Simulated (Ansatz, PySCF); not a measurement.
# Energy differences in one family of gas-phase species

Each structure stands at its B3LYP-D3(BJ)/def2-TZVP stationary point, reached from a drawn start (curvature not checked).

(1), SiH4 (SMILES [SiH4]) (charge 0, multiplicity 1):
```xyz
5

Si     0.00000    -0.00002     0.00000
H     -0.16918     1.22342    -0.81594
H     -0.74394     0.14788     1.27117
H      1.43702    -0.20474     0.29024
H     -0.52390    -1.16663    -0.74546
```

(2), Si2H6 (SMILES [SiH3][SiH3]) (charge 0, multiplicity 1):
```xyz
8

Si    -1.166     0.119    -0.017
Si     1.166    -0.119     0.017
H     -1.763    -0.812    -1.006
H     -1.537     1.506    -0.388
H     -1.734    -0.183     1.319
H      1.537    -1.506     0.388
H      1.763     0.812     1.006
H      1.734     0.183    -1.319
```

(3), FH3Si (SMILES F[SiH3]) (charge 0, multiplicity 1):
```xyz
5

Si    -0.0423     0.0011    -0.0093
F      1.5256    -0.0402     0.3368
H     -0.3834     1.3689    -0.4503
H     -0.3045    -0.9741    -1.0873
H     -0.7954    -0.3558     1.2102
```

(4), HF (SMILES F) (charge 0, multiplicity 1, Z-matrix in Å and degrees):
```
F
H 1 0.9245
```

(5), ClH3Si (SMILES [SiH3]Cl) (charge 0, multiplicity 1):
```json
[
 {"atom": "Si", "x (Å)": "-0.1324", "y (Å)": "-0.0059", "z (Å)": "-0.0047"},
 {"atom": "Cl", "x (Å)": "1.9305", "y (Å)": "0.0859", "z (Å)": "0.0695"},
 {"atom": "H", "x (Å)": "-0.5199", "y (Å)": "-1.0088", "z (Å)": "-1.0157"},
 {"atom": "H", "x (Å)": "-0.6468", "y (Å)": "1.3264", "z (Å)": "-0.3767"},
 {"atom": "H", "x (Å)": "-0.6315", "y (Å)": "-0.3977", "z (Å)": "1.3277"}
]
```

(6), HCl (SMILES Cl) (charge 0, multiplicity 1):
```json
[
 {"atom": "Cl", "x (Å)": "0.0000", "y (Å)": "0.0000", "z (Å)": "0.6410"},
 {"atom": "H", "x (Å)": "0.0000", "y (Å)": "0.0000", "z (Å)": "-0.6410"}
]
```

(7), BrH3Si (SMILES [SiH3]Br) (charge 0, multiplicity 1, Z-matrix in Å and degrees):
```
Si
H 1 1.4755
H 1 1.4755 2 110.59
H 1 1.4755 2 110.59 3 122.86
Br 1 2.2354 2 108.33 4 118.57
```

(8), HBr (SMILES Br) (charge 0, multiplicity 1):
| atom | x (Å) | y (Å) | z (Å) |
|---|---|---|---|
| Br | 0.7124 | 0.0000 | 0.0000 |
| H | -0.7124 | 0.0000 | 0.0000 |

```csv
step,quantity,PBE/def2-TZVPP (eV),r2SCAN/def2-TZVPP (eV),B3LYP-D3(BJ)/def2-TZVPP (eV),PBE0/def2-TZVPP (eV),wB97M-V/def2-TZVPP (eV)
(1) + (3) → (2) + (4),reaction energy,1.099,1.280,1.310,1.147,1.359
(1) + (5) → (2) + (6),reaction energy,0.791,0.910,0.929,0.845,0.992
(1) + (7) → (2) + (8),reaction energy,0.771,0.881,0.898,0.832,0.961
```

Right side less left side. No zero-point or thermal terms; no spin–orbit coupling.

The values were computed with Ansatz (Gaussian basis) for Hartree–Fock, density functionals and correlated methods; PySCF for the D3/D4 terms. Each number belongs to the level named beside it.

At wB97M-V/def2-TZVPP the steps run from 0.961 ((1) + (7) → (2) + (8)) to 1.359 eV ((1) + (3) → (2) + (4)); 0 of 3 are downhill as written. PBE/def2-TZVPP, r2SCAN/def2-TZVPP, B3LYP-D3(BJ)/def2-TZVPP, PBE0/def2-TZVPP give the same order. No level here is sure enough to rank the others by; between PBE/def2-TZVPP and wB97M-V/def2-TZVPP the widest gap is -0.260 eV, for (1) + (3) → (2) + (4).

The steps were written down ahead of the runs, not picked by their results: 3 of 3 stand here.

Ansatz is a first-principles code.
